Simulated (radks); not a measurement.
Task: Method: non-relativistic Kohn-Sham, LDA (Slater exchange, Perdew-Wang correlation), spin-unpolarised, spherical densities, point nucleus; computed with a radial shooting solver on a logarithmic mesh with Libxc functionals. Response by self-consistent Sternheimer equations with the Hartree and adiabatic LDA kernel. For heavy and open-shell atoms this level of theory can miss by tens of per cent. Rank Mn2+, Mn, Mn+, Mn5+, Mn4+, Mn6+, Mn3+ (NIST ground configurations) by static dipole polarisability, largest first.

Result: Mn 62.78, Mn+ 28.32, Mn2+ 4.444, Mn3+ 2.131, Mn4+ 1.303, Mn5+ 0.9339, Mn6+ 0.7429 bohr^3.
